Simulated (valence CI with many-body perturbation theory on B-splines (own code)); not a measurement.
E1 line list for Ba40+

Calculated by configuration interaction combined with many-body perturbation theory (CI+MBPT): six valence electrons over a frozen Dirac-Fock core [Ne], a basis of 9 s, 9 p, 8 d, 6 f, 3 g, 1 h functions for each j, with the one-electron correlation potential Σ1 (screened to all orders), the two-electron term Σ2, the three-electron term Σ3, Breit, model QED; selected single and double excitations, second order for the rest, scaled by the run's own slope (own B-spline code, finite nucleus).

No measured spectrum was set against this ion. As an estimate, large intervals hold to a few tenths of a per cent, small ones and those within an open d or f shell to about a per cent. Among the levels kept, up to 1100 cm⁻¹ of a level comes from second order outside the variational space, and about a tenth of that is noise between levels of different J, which matters for small intervals.

Lines 1 to 50 of 85 in falling wavelength, among levels below 2563500 cm⁻¹, chosen from the strongest by gf and those to the six lowest levels. Wavelengths and rates use the calculated energies. Electric multipoles are in the length gauge with retardation, E1 and E2 with the static RPA response of the core. Weak lines are less certain than strong ones. Lines between different terms over intervals too small for the method are left out, as are lines whose strength nearly cancels. The highest levels of a list are the least certain.

Levels are named by their leading jj configuration (3d3/2^4 stands for four electrons in 3d with j = 3/2), which in mixed levels can hold well under half, so a name can repeat and another be missing. Letters in brackets count levels of one name in rising energy.

```tsv
λ vac (nm)	Upper	Lower	A (s⁻¹)	S (a.u.) with core polarisation	S without
77.28	(3s^2 3p1/2^2 3p3/2 3d5/2) J=1	(3s^2 3p3/2^4) J=0	1.22e+05	8.33e-05	8.48e-05
46.98	(3s^2 3p3/2^4) J=0	(3s^2 3p1/2^2 3p3/2 3d3/2) J=1	4.73e+05	2.42e-05	2.46e-05
35.09	(3s 3p1/2^2 3p3/2^3) J=1	(3s^2 3p3/2^4) J=0	7.83e+06	5.01e-04	5.11e-04
22.46	(3s^2 3p1/2 3p3/2^2 3d3/2) J=1 [a]	(3s^2 3p3/2^4) J=0	1.64e+07	2.75e-04	2.81e-04
19.01	(3s^2 3p1/2^2 3p3/2 3d3/2) J=2	(3s^2 3p1/2 3p3/2^3) J=2	2.88e+07	4.89e-04	4.98e-04
17.90	(3s^2 3p1/2^2 3p3/2 3d3/2) J=1	(3s^2 3p1/2 3p3/2^3) J=2	1.51e+08	1.28e-03	1.31e-03
17.52	(3s^2 3p1/2^2 3p3/2 3d3/2) J=3	(3s^2 3p1/2 3p3/2^3) J=2	2.45e+06	4.56e-05	4.63e-05
17.12	(3s^2 3p1/2^2 3p3/2 3d3/2) J=2	(3s^2 3p1/2 3p3/2^3) J=1	1.23e+07	1.53e-04	1.56e-04
16.22	(3s^2 3p1/2^2 3p3/2 3d3/2) J=1	(3s^2 3p1/2 3p3/2^3) J=1	2.28e+07	1.44e-04	1.47e-04
15.92	(3s^2 3p1/2^2 3p3/2 3d3/2) J=0	(3s^2 3p1/2 3p3/2^3) J=1	3.47e+07	6.90e-05	7.02e-05
15.17	(3s^2 3p1/2 3p3/2^2 3d5/2) J=1 [a]	(3s^2 3p3/2^4) J=0	1.83e+08	9.47e-04	9.67e-04
14.20	(3s^2 3p1/2^2 3p3/2 3d5/2) J=2	(3s^2 3p1/2 3p3/2^3) J=2	4.12e+08	2.91e-03	2.97e-03
13.63	(3s^2 3p1/2 3p3/2^2 3d3/2) J=1 [b]	(3s^2 3p3/2^4) J=0	2.35e+08	8.81e-04	8.98e-04
13.12	(3s^2 3p1/2^2 3p3/2 3d5/2) J=2	(3s^2 3p1/2 3p3/2^3) J=1	5.83e+08	3.25e-03	3.32e-03
12.26	(3s^2 3p1/2 3p3/2^2 3d3/2) J=1 [c]	(3s^2 3p3/2^4) J=0	1.03e+08	2.79e-04	2.85e-04
11.63	(3s^2 3p1/2^2 3p3/2 3d5/2) J=3	(3s^2 3p1/2 3p3/2^3) J=2	1.21e+06	6.57e-06	6.64e-06
11.12	(3s^2 3p1/2 3p3/2^2 3d5/2) J=1 [b]	(3s^2 3p3/2^4) J=0	1.76e+08	3.58e-04	3.66e-04
11.10	(3s^2 3p1/2^2 3p3/2 3d5/2) J=1	(3s^2 3p1/2 3p3/2^3) J=2	1.12e+09	2.27e-03	2.31e-03
10.52	(3s 3p1/2^2 3p3/2^3) J=2	(3s^2 3p1/2 3p3/2^3) J=2	4.57e+09	1.31e-02	1.34e-02
10.43	(3s^2 3p1/2^2 3p3/2 3d5/2) J=1	(3s^2 3p1/2 3p3/2^3) J=1	3.00e+08	5.03e-04	5.13e-04
9.918	(3s 3p1/2^2 3p3/2^3) J=2	(3s^2 3p1/2 3p3/2^3) J=1	6.52e+09	1.57e-02	1.60e-02
9.466	(3s 3p1/2^2 3p3/2^3) J=1	(3s^2 3p1/2 3p3/2^3) J=2	1.16e+10	1.46e-02	1.49e-02
8.974	(3s 3p1/2^2 3p3/2^3) J=1	(3s^2 3p1/2 3p3/2^3) J=1	4.37e+09	4.68e-03	4.77e-03
8.270	(3s^2 3p1/2 3p3/2^2 3d3/2) J=2 [a]	(3s^2 3p1/2 3p3/2^3) J=2	3.44e+08	4.80e-04	4.88e-04
8.219	(3s^2 3p1/2 3p3/2^2 3d3/2) J=1 [a]	(3s^2 3p1/2 3p3/2^3) J=2	2.86e+09	2.35e-03	2.39e-03
8.084	(3s^2 3p1/2^2 3p3/2 3d3/2) J=1	(3s^2 3p1/2^2 3p3/2^2) J=0	7.00e+08	5.47e-04	5.56e-04
7.993	(3s^2 3p1/2 3p3/2^2 3d3/2) J=3 [a]	(3s^2 3p1/2 3p3/2^3) J=2	1.46e+08	2.57e-04	2.63e-04
7.892	(3s^2 3p1/2 3p3/2^2 3d3/2) J=2 [a]	(3s^2 3p1/2 3p3/2^3) J=1	2.46e+06	2.99e-06	3.01e-06
7.881	(3s^2 3p1/2 3p3/2^2 3d3/2) J=0	(3s^2 3p1/2 3p3/2^3) J=1	1.56e+09	3.76e-04	3.82e-04
7.845	(3s^2 3p1/2 3p3/2^2 3d3/2) J=1 [a]	(3s^2 3p1/2 3p3/2^3) J=1	3.05e+07	2.18e-05	2.19e-05
7.619	(3s^2 3p1/2^2 3p3/2 3d3/2) J=2	(3s^2 3p1/2^2 3p3/2^2) J=2	2.16e+09	2.36e-03	2.40e-03
7.434	(3s^2 3p1/2^2 3p3/2 3d3/2) J=1	(3s^2 3p1/2^2 3p3/2^2) J=2	2.26e+09	1.37e-03	1.40e-03
7.367	(3s^2 3p1/2^2 3p3/2 3d3/2) J=3	(3s^2 3p1/2^2 3p3/2^2) J=2	2.14e+07	2.96e-05	2.97e-05
7.280	(3s^2 3p1/2 3p3/2^2 3d3/2) J=2 [b]	(3s^2 3p1/2 3p3/2^3) J=2	1.31e+08	1.24e-04	1.27e-04
7.270	(3s^2 3p1/2 3p3/2^2 3d5/2) J=3 [a]	(3s^2 3p1/2 3p3/2^3) J=2	1.96e+08	2.60e-04	2.64e-04
6.989	(3s^2 3p1/2 3p3/2^2 3d5/2) J=1 [a]	(3s^2 3p1/2 3p3/2^3) J=2	1.31e+08	6.61e-05	6.59e-05
6.986	(3s^2 3p1/2 3p3/2^2 3d3/2) J=2 [b]	(3s^2 3p1/2 3p3/2^3) J=1	3.97e+08	3.34e-04	3.40e-04
6.770	(3s^2 3p1/2 3p3/2^2 3d3/2) J=3 [b]	(3s^2 3p1/2 3p3/2^3) J=2	1.23e+09	1.31e-03	1.33e-03
6.717	(3s^2 3p1/2 3p3/2^2 3d5/2) J=1 [a]	(3s^2 3p1/2 3p3/2^3) J=1	1.41e+09	6.34e-04	6.42e-04
6.715	(3s^2 3p1/2 3p3/2^2 3d5/2) J=0	(3s^2 3p1/2 3p3/2^3) J=1	1.87e+07	2.79e-06	3.06e-06
6.707	(3s^2 3p1/2^2 3p3/2 3d5/2) J=2	(3s^2 3p1/2^2 3p3/2^2) J=2	3.35e+09	2.49e-03	2.52e-03
6.703	(3s^2 3p1/2 3p3/2^2 3d3/2) J=2 [c]	(3s^2 3p1/2 3p3/2^3) J=2	1.97e+09	1.47e-03	1.50e-03
6.644	(3s^2 3p1/2 3p3/2^2 3d3/2) J=1 [b]	(3s^2 3p1/2 3p3/2^3) J=2	2.00e+07	8.68e-06	9.43e-06
6.453	(3s^2 3p1/2 3p3/2^2 3d3/2) J=2 [c]	(3s^2 3p1/2 3p3/2^3) J=1	7.62e+09	5.05e-03	5.15e-03
6.398	(3s^2 3p1/2 3p3/2^2 3d3/2) J=1 [b]	(3s^2 3p1/2 3p3/2^3) J=1	1.95e+09	7.54e-04	7.65e-04
6.344	(3s^2 3p1/2 3p3/2^2 3d5/2) J=2 [a]	(3s^2 3p1/2 3p3/2^3) J=2	1.21e+09	7.60e-04	7.73e-04
6.332	(3s^2 3p1/2^2 3p3/2 3d5/2) J=1	(3s^2 3p1/2^2 3p3/2^2) J=0	3.49e+10	1.31e-02	1.33e-02
6.300	(3s^2 3p1/2 3p3/2^2 3d3/2) J=1 [c]	(3s^2 3p1/2 3p3/2^3) J=2	7.01e+09	2.59e-03	2.64e-03
6.182	(3s^2 3p1/2 3p3/2^2 3d5/2) J=3 [b]	(3s^2 3p1/2 3p3/2^3) J=2	2.34e+09	1.91e-03	1.94e-03
6.119	(3s^2 3p1/2 3p3/2^2 3d5/2) J=2 [a]	(3s^2 3p1/2 3p3/2^3) J=1	4.45e+09	2.52e-03	2.56e-03
```
